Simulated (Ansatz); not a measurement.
```yaml
crystal:
  periodic: [false, false, false]
  atoms:
    - {symbol: C, position_ang: [0.033368, 1.394034, -0.561188]}
    - {symbol: N, position_ang: [-0.079245, 0.014929, -0.118204]}
    - {symbol: Ge, position_ang: [0.873747, -0.388061, 1.396935]}
    - {symbol: In, position_ang: [-1.216116, -1.328441, -1.129067]}
    - {symbol: H, position_ang: [1.070548, 1.671746, -0.796711]}
    - {symbol: H, position_ang: [-0.556587, 1.569047, -1.466437]}
    - {symbol: H, position_ang: [-0.325523, 2.104690, 0.196806]}
    - {symbol: H, position_ang: [0.641206, -1.873874, 1.714875]}
    - {symbol: H, position_ang: [0.403921, 0.494853, 2.575940]}
    - {symbol: H, position_ang: [2.378652, -0.115005, 1.171341]}
    - {symbol: H, position_ang: [-1.976398, -0.632819, -2.499637]}
    - {symbol: H, position_ang: [-1.247562, -2.911099, -0.484661]}
basis:
  gaussian: {orbitals: def2-mTZVPP, fitting: {mean_field: cc-pVTZ-jkfit}, point_charges: [{charge: 1.00, position_ang: [7.091, -0.918, -0.891]}]}
hamiltonian: {xc: {name: r2SCAN}}
output: {forces: true}
```

```sh
$ ansatz run in.yaml --threads 2 --pin off --events-out ev --progress --plain --max-ram 32768MiB --backend cpu
```

Task: How does Ansatz answer? (Estimate.)

Result: Ansatz gave: The program refused the input.
```
Functional definition: r2SCAN
  name "r2SCAN"
  cite "Furness, Kaplan, Ning, Perdew & Sun, J. Phys. Chem. Lett. 11, 8208 (2020) doi:10.1021/acs.jpclett.0c02405"
  cite "Furness, Kaplan, Ning, Perdew & Sun, J. Phys. Chem. Lett. 11, 9248 (2020) doi:10.1021/acs.jpclett.0c03077"
  parent r2scan
  parameter k0 = 0.174
  parameter k1 = 0.065
  parameter a1 = 4.9479
  exchange = r2scan_x(k0 = k0, k1 = k1, a1 = a1)
  correlation = r2scan_c
Error: <dir> the basis set cc-pVTZ-JKFIT has no functions for In
```
